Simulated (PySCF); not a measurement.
From one molecule to another.

First species: C3H14N2OSi2.
SMILES: `NCCC[Si@@H](N)O[SiH3]`

Second species: C₄H₁₁FO₂Si.
SMILES with atom numbers: `[CH3:1][O:2][C@@H:3]([F:4])[C@H:5]([CH3:6])[O:7][SiH3:8]` (hydrogens: H9, H10, H11 on C1; H12 on C3; H13 on C5; H14, H15, H16 on C6; H17, H18, H19 on Si8)

Levels: PBE0/pcSseg-1 for HOMO energy, LUMO energy and HOMO–LUMO gap. Geometries: GFN2-xTB. Each species is one conformer at its optimised geometry, gas phase, non-relativistic unless stated; the electronic structure was computed with PySCF and density fitting.

Dipoles, sizes and rotational constants follow the conformer. The torsions of the flexible species, by atom-mapped SMILES:
- `[CH3:1][O:2][C@@H:3]([F:4])[C@H:5]([CH3:6])[O:7][SiH3:8]`: C1–O2–C3–F4 71°, O2–C3–C5–C6 -175°, C3–C5–O7–Si8 -41°

The conformers of `NCCC[Si@@H](N)O[SiH3]` aren't listed.

| property | column X | column Y |
| --- | --- | --- |
| HOMO energy | -8.07 eV | -6.66 eV |
| LUMO energy | 0.77 eV | 0.54 eV |
| HOMO–LUMO gap | 8.84 eV | 7.20 eV |

(1) Which column belongs to which species?

(2) How does each property change from the first species to the second?

## Answers

(1) Column X is the second species and column Y the first. The first has 22 atoms and 82 electrons, the second 19 and 74.

(2) HOMO energy -1.41 eV; LUMO energy +0.23 eV; HOMO–LUMO gap +1.64 eV.

On the first:  GFN2-xTB frequencies show an imaginary mode (28i cm⁻¹), so this geometry is no minimum at that level.

